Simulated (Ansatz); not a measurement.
carbon tetrabromide (CBr$_{4}$), singlet, geometry from GFN2-xTB. Base run: R2SCAN/3-21G (Ansatz, a program for electronic structure).

Ansatz was given this input:
Ansatz 0.2 input:
```yaml
crystal:
  periodic: [false, false, false]
  atoms:
    - {symbol: Br, position_ang: [1.88985705, -0.40657397, -0.16942869]}
    - {symbol: C, position_ang: [-0.00000000, 0.00000000, 0.00000000]}
    - {symbol: Br, position_ang: [-0.29724605, 1.87434458, -0.40502511]}
    - {symbol: Br, position_ang: [-0.58108731, -0.36980271, 1.81415315]}
    - {symbol: Br, position_ang: [-1.01152370, -1.09796790, -1.23969935]}
basis:
  gaussian:
    orbitals: 3-21G.json
hamiltonian:
  xc: r2scan
```
The basis file holds 3-21G in the JSON format of the Basis Set Exchange.

The base run was repeated with changes; each row names its change, and settings that it needs were set with it.

| change | basis functions | E (Eh) | core-seconds (rough) |
|---|---|---|---|
| base | 101 | -10284.52655 | 7 |
| basis = pcseg-1 | 122 | -10333.40159 | 10 |
| basis = def2-SV(P) | 142 | -10333.36900 | 10 |
| basis = def2-SVP | 142 | -10333.36900 | 9 |
| basis = 6-31G* | 155 | -10333.38224 | 10 |
| basis = 6-31G** | 155 | -10333.38224 | 10 |
| basis = aug-pcseg-1 | ___ | ___ | 20 |
| basis = def2-SVPD | ___ | ___ | 20 |
| basis = 6-311G** | 194 | -10334.46889 | 10 |
| basis = pcseg-2 | ___ | ___ | 20 |
| basis = def2-TZVPP | ___ | ___ | 20 |
| basis = aug-cc-pVTZ | 282 | -10334.81689 | 40 |
| basis = cc-pVQZ | 327 | -10334.83133 | 40 |

### Question
What belongs in the gaps?

### Answer

- basis = aug-pcseg-1, basis functions: 167
- basis = aug-pcseg-1, E (Eh): -10333.41481
- basis = def2-SVPD, basis functions: 184
- basis = def2-SVPD, E (Eh): -10333.38345
- basis = pcseg-2, basis functions: 202
- basis = pcseg-2, E (Eh): -10334.78967
- basis = def2-TZVPP, basis functions: 223
- basis = def2-TZVPP, E (Eh): -10334.63330

Totals compare only among sets that treat the same electrons; sets with core potentials leave the core out.
